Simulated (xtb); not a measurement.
Br2Cu, SMILES [Br][Cu-][Br], charge -1, multiplicity 1. All values are semi-empirical tight-binding results from xtb (GFN2-xTB unless named), good for trends rather than for accurate numbers. Geometry: GFN2-xTB. The spin state was assumed, not searched.

For metal compounds this method's bond lengths and energies can be far off.

| Property | Result |
|---|---|
| point group as xtb finds it | D∞h |
| orbital gap | 8.10 eV |
| zero-point energy | 0.8 kcal/mol |
| G − E(el) at 298.15 K (modified RRHO) | -17.3 kcal/mol |
